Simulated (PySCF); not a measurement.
# Telling isomers of C6H7FO apart by NMR

PySCF 2.14.0 with density-fitted response routines calculation with J: B3LYP/pcJ-1 (spin–dipole term left out of most H,H and C,H couplings), GFN2-xTB geometry and PBE0/pcSseg-1 with gauge-including orbitals; isolated molecule, rapidly exchanging positions averaged, one computed conformer, non-relativistic.

Chemical shifts δ = σref − σ; 1H (31.72 ppm) and 13C (186.93 ppm) vs TMS, all at this level. Multiplet labels drop J under 1 Hz and among equivalent protons, and merge close values. Unscaled 3J(H,H) run several per cent high. Splittings of carbon signals by F and P are missing where no couplings were computed. Where no couplings were computed, multiplicities follow the n + 1 count of equivalent neighbours, and m marks all less simple cases (inequivalent or close neighbours, rings, F or P nearby). One-bond C–F couplings are unscaled and too large by tens of Hz. Shifts are as computed. Against solution values, carbons near 30 ppm lie about +3 ppm off and those near 130 ppm about +5 ppm. Of 1211 compounds with measured shifts, 218 miss one by over three times the rms of a fit or turn the order of signals round; such compounds aren't used in these exercises.

(1) Tabulate the signals of `C#C/C(C)=C(\F)OC`, `F[C@@H]1C=C[C@]12CCO2` and their relative energies.

(2) What is the quickest way to tell C#C/C(C)=C(\F)OC from F[C@@H]1C=C[C@]12CCO2?

## Answers

(1) 
```tsv
SMILES	carbon types	δC	δH	E rel. (kcal/mol)
C#C/C(C)=C(\F)OC	3×C 1×CH 2×CH3	174.6, 88.9, 83.4, 75.5, 55.0, 16.0	3.98 (s, 3H), 2.68 (s, 1H), 1.77 (s, 3H)	6.5
F[C@@H]1C=C[C@]12CCO2	1×C 3×CH 2×CH2	153.5, 146.7, 97.3, 92.9, 67.1, 28.7	6.77 (ddd, 1H), 6.56 (dd, 1H), 5.31 (dt, 1H), 4.62 (m, 1H), 4.59 (m, 1H), 3.12 (m, 1H), 2.61 (m, 1H)	0.0
```

Energies are electronic energies at PBE0/pcSseg-1 on these geometries, without zero-point or thermal terms, each for the one conformer computed, which needn't be the lowest.

(2) Both give the same number of carbon signals, but DEPT or the intensities differ. The first has an alkene carbon bearing oxygen (C) at 174.6 ppm, the second an alkene CH at 153.5 ppm. In the proton spectra the most deshielded non-exchanging signals are 3.98 (s, 3H) and 6.77 (ddd, J = 5.7, 3.5, 1.0 Hz, 1H).
